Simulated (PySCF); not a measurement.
Numbering as in the mapped SMILES `[CH3:1][C:2](=[O:3])[C@H:4]1[CH2:5][Si@H:6]([PH2:7])[CH2:8]1`; H(Xn) means a hydrogen on atom n. Ha(C5), Ha(C8) are cis to C2 on the ring; Hb(C5), Hb(C8) are trans to C2 on the ring.

- geometry: GFN2-xTB
- PBE0/pcSseg-1 with gauge-including orbitals
- run in PySCF 2.14.0 with density-fitted response routines
- one conformer, no solvent model, relativity neglected, rapidly exchanging positions averaged

Chemical shifts δ = σref − σ; $^{13}$C (186.93 ppm) and $^{1}$H (31.72 ppm) and $^{29}$Si (349.16 ppm) against TMS; $^{17}$O (336.08 ppm) against H2O; H3PO4 for $^{31}$P (318.38 ppm), all at this level.

```
        atoms    nucleus  count  Hirshfeld charge  δ (ppm)
           P7   $^{31}$P      1             -0.03   -291.1
           C2   $^{13}$C      1              0.18    224.1
           C4   $^{13}$C      1             -0.04     47.5
       H(Si6)    $^{1}$H      1             -0.07        ?
        H(C4)    $^{1}$H      1              0.04     3.42
           C1   $^{13}$C      1             -0.12     33.1
           O3   $^{17}$O      1             -0.21    625.1
Ha(C5)/Ha(C8)    $^{1}$H      2              0.03        ?
          Si6  $^{29}$Si      1              0.31        ?
        H(P7)    $^{1}$H      2             -0.01     1.10
        H(C1)    $^{1}$H      3              0.06     2.25
        C5/C8   $^{13}$C      2             -0.17        ?
Hb(C5)/Hb(C8)    $^{1}$H      2              0.04     1.52
```

Q: Fill in the missing shifts.

A: 
- C5/C8: 22.7 ppm, sp3 CH2 bonded to Si
- H(Si6): 6.24 ppm, hydrogen on a silicon bonded to 2 C, P, in a 4-membered ring
- Ha(C5)/Ha(C8): 1.14 ppm, hydrogen on an sp3 CH2 bonded to Si
- Si6: -1.1 ppm, silicon bonded to 2 C, P, H, in a 4-membered ring

Shifts are as computed. Against solution values, carbons near 30 ppm lie about +3 ppm off and those near 130 ppm about +5 ppm. Of 1309 compounds with measured shifts, 239 miss one by over three times the rms of a fit or turn the order of signals round; such compounds aren't used in these exercises. Unscaled 17O shifts of doubly bonded oxygen tend to come out too high, by tens of ppm or more. Experimental scales use liquid or dissolved standards, which lie at an offset from isolated H2O (liquid H2O: subtract about 36 ppm) and H3PO4.
